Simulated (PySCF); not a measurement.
# What a mistake does to a calculation on ClH4NSi2

Calculated results; nothing here was measured. The program is PySCF 2.14.0, an open-source quantum chemistry code, run on an isolated molecule that a program drew, which may never have been made. The molecule is ClH4NSi2 (charge 0, singlet), drawn as the SMILES string `N[SiH]([SiH])Cl`.

Each row is a Hartree-Fock (HF) and frozen-core CCSD(T) single point in the cc-pV(D+d)Z basis, meant for a local HF minimum. Run 1 is clean. Each other run has one planted mistake out of seven kinds, and not every kind appears here: one electron removed, one electron added, multiplicity raised by two, geometry at a saddle point, minimal basis STO-3G, one bond length entered in bohr, all coordinates scaled. The reference is restricted for singlets and unrestricted otherwise, and also for a bond in bohr. Adding or removing an electron swaps singlet and doublet. Electrons count all cores. HOMO and LUMO are orbital energies over both spins, the gradient is its largest component, and the lowest frequency (negative if imaginary) is given only where the gradient is small. Bond lengths are over the 7 bonds as drawn. T1 is the CCSD diagnostic: over 0.02 (restricted) or 0.045 (unrestricted) a single reference is doubtful.

Geometry of the clean run:
```xyz
8
ClH4NSi2, angstrom
N    -1.0400    1.4063    0.6767
Si   -2.0343    0.5477   -0.4118
Si   -3.5440   -0.9705    0.6348
Cl   -1.0033   -0.9557   -1.5136
H    -0.3768    2.0763    0.3318
H    -0.6839    0.9509    1.4966
H    -2.4863    1.5119   -1.4303
H    -4.4864   -0.9377   -0.5482
```

```
run  electrons  basis functions  <S^2>  HOMO (eV)  LUMO (eV)  gradient (hartree/bohr)  lowest frequency (cm^-1)  mean bond (Å)  longest bond (Å)      T1  HF (hartree)  CCSD(T) (hartree)               mistake
  1         56              103  0.000      -8.80       0.14                  3.5e-05                        69         1.6018             2.383  0.0134   -1094.18001        -1094.73434              no fault
  2         55              103  0.773     -15.82      -6.88                  6.5e-02                         -         1.6018             2.383  0.0236   -1093.89296        -1094.42284  one electron removed
  3         56              103  2.011      -8.24      -0.18                  2.5e-02                         -         1.6018             2.383  0.0174   -1094.15997        -1094.69482                     ?
  4         57              103  0.768      -1.51       7.39                  3.7e-02                         -         1.6018             2.383  0.0134   -1094.20425        -1094.76690                     ?
```

**Which mistake was planted in run 3, and what did it cost?**

Electrons, basis and geometry are unchanged, and <S^2> is 2.011, beside S(S+1) = 2.00 for a multiplicity of 3. So the mistake is: multiplicity raised by two. Subtracting run 1 and multiplying by 627.51 kcal/mol a hartree, the energy moved by 12.6 kcal/mol in HF and 24.8 kcal/mol in CCSD(T).

**Which mistake was planted in run 4, and what did it cost?**

It counts 57 electrons, one more than the clean run, at the same geometry and basis. So the mistake is: one electron added. Subtracting run 1 and multiplying by 627.51 kcal/mol a hartree, the energy moved by -15.2 kcal/mol in HF and -20.4 kcal/mol in CCSD(T).

